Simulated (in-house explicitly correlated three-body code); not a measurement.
Computed with an exponentially correlated three-body code. Model: two electrons around a point charge, non-relativistic, variational in 260 exponentially correlated functions (energies converged to about 1e-7 hartree, or 1e-8 relative for large Z).

Command:
```bash
python run_hyl.py task.json out
```
Settings (lengths in bohr, energies in hartree):
```
Z                      3
screening              0.015
interaction_strength   1
functions              260
states_tried           13
```

Time taken, with all properties: 48 s on 1 thread of Intel(R) Xeon(R) Platinum 8375C CPU @ 2.90GHz (Ice Lake) (shared host).

**Those bound S and P states to n = 4 that converged, binding against the one-electron ion.**

Given: nuclear charge 3; Yukawa screening of all interactions 0.015 1/bohr.

Computed: one-electron threshold -4.45516819 hartree.

```csv
term,energy (hartree),binding (eV)
1 1S,-7.20520205,74.832
2 3S,-5.03643933,15.817
2 1S,-4.96665634,13.918
2 3P,?,?
2 1P,-4.91907793,12.624
3 3S,-4.67854177,6.0783
3 1S,-4.66031739,5.5824
3 3P,-4.65693185,5.4903
3 1P,-4.64674466,5.2131
4 3S,-4.56462994,2.9786
4 1S,-4.55739938,2.7819
4 3P,?,?
4 1P,-4.55177114,2.6287
```

(1) What belongs in the row 2 3P?

(2) What belongs in the row 4 3P?

**Converged states only, values per electron or pair (inverse distances are <exp(-kr)/r>).**

| term | mean r (bohr) | mean r squared (bohr²) | mean inverse r (1/bohr) | mean r12 (bohr) | mean inverse r12 (1/bohr) | mean cosine | mean p1 dot p2 (bohr⁻²) | delta r1 (bohr⁻³) | delta r12 (bohr⁻³) |
| --- | --- | --- | --- | --- | --- | --- | --- | --- | --- |
| 1 1S | 0.57279 | 0.44631 | 2.6729 | 0.86234 | 1.5528 | -0.04363 | 0.28895 | 6.8518 | 0.53372 |
| 2 3S | 1.4944 | 3.7767 | 1.7656 | 2.5624 | 0.44719 | -0.012634 | 0.017541 | 4.5634 | - |
| 2 1S | 1.6449 | 4.7 | 1.7447 | 2.8458 | 0.4612 | -0.014619 | 0.021675 | 4.5185 | 0.064206 |
| 2 3P | 1.4191 | 3.4698 | 1.7457 | 2.4296 | 0.49392 | -0.054559 | -0.30478 | 4.235 | - |
| 2 1P | 1.5228 | 4.0473 | 1.7316 | 2.5942 | 0.47778 | 0.010356 | 0.25082 | 4.3064 | 0.0098232 |
| 3 3S | 3.2412 | 20.49 | 1.6047 | 6.012 | 0.19873 | -0.0037385 | 0.0047964 | 4.3683 | - |
| 3 1S | 3.4696 | 23.715 | 1.599 | 6.4643 | 0.2016 | -0.0045271 | 0.0062928 | 4.3594 | 0.018664 |
| 3 3P | 3.2613 | 21.097 | 1.5992 | 6.0566 | 0.20933 | -0.014535 | -0.07811 | 4.2806 | - |
| 3 1P | ? | ? | ? | ? | ? | ? | ? | ? | ? |
| 4 3S | 5.7621 | 68.521 | 1.5511 | 11.04 | 0.10707 | -0.0015328 | 0.001922 | 4.3254 | - |
| 4 1S | 6.0733 | 76.465 | 1.5488 | 11.661 | 0.10797 | -0.0019017 | 0.0025937 | 4.3226 | 0.0076849 |
| 4 3P | ? | ? | ? | ? | ? | ? | ? | ? | - |
| 4 1P | 6.0889 | 77.482 | 1.5471 | 11.691 | 0.10945 | 0.0011924 | 0.030343 | 4.2979 | 0.0014405 |

(3) What belongs in the row 3 1P?

(4) What belongs in the row 4 3P?

**Electric-dipole lines between converged S and P states, rate of the upper state's decay.**

```tsv
s state	p state	p minus s (eV)	oscillator strength from s	rate (1/s)
1 1S	2 1P	62.209	0.45611	2.553e+10
1 1S	3 1P	69.619	0.11001	7.7119e+09
1 1S	4 1P	72.204	0.042882	3.2336e+09
2 1S	2 1P	1.2947	0.21309	5.1662e+06
2 1S	3 1P	8.7052	0.25564	2.8021e+08
2 1S	4 1P	11.29	0.071714	1.322e+08
3 1S	2 1P	-7.0412	-0.094547	2.034e+08
3 1S	3 1P	0.36933	0.36511	720360
3 1S	4 1P	2.9537	0.26072	3.29e+07
4 1S	2 1P	-9.8418	-0.018589	7.8129e+07
4 1S	3 1P	-2.4312	-0.20454	5.2462e+07
4 1S	4 1P	?	?	?
2 3S	2 3P	2.2598	0.3084	2.278e+07
2 3S	3 3P	?	?	?
2 3S	4 3P	13.073	0.056677	1.4011e+08
3 3S	2 3P	-7.4791	-0.11698	2.8394e+08
3 3S	3 3P	0.58804	0.51508	2.5762e+06
3 3S	4 3P	3.3345	0.18356	2.9521e+07
4 3S	2 3P	-10.579	-0.021311	1.0348e+08
4 3S	3 3P	-2.5117	-0.25422	6.9589e+07
4 3S	4 3P	0.2348	0.7099	566070
```

(5) What belongs in the row 4 1S 4 1P?

(6) What belongs in the row 2 3S 3 3P?

**Static dipole response.**

```
state  polarisability (bohr³)
 1 1S                 0.19248
```

Answers

(1) energy (hartree): -4.95339242; binding (eV): 13.557.

(2) energy (hartree): -4.55600133; binding (eV): 2.7438.

(3) mean r (bohr): 3.4151; mean r squared (bohr²): 23.241; mean inverse r (1/bohr): 1.5952; mean r12 (bohr): 6.3531; mean inverse r12 (1/bohr): 0.2056; mean cosine: 0.0029294; mean p1 dot p2 (bohr⁻²): 0.073294; delta r1 (bohr⁻³): 4.2993; delta r12 (bohr⁻³): 0.0033149.

(4) mean r (bohr): 5.8813; mean r squared (bohr²): 72.139; mean inverse r (1/bohr): 1.5488; mean r12 (bohr): 11.28; mean inverse r12 (1/bohr): 0.11091; mean cosine: -0.0058198; mean p1 dot p2 (bohr⁻²): -0.030837; delta r1 (bohr⁻³): 4.2904.

(5) p minus s (eV): 0.15315; oscillator strength from s: 0.5087; rate (1/s): 172580.

(6) p minus s (eV): 10.327; oscillator strength from s: 0.18599; rate (1/s): 2.8689e+08.
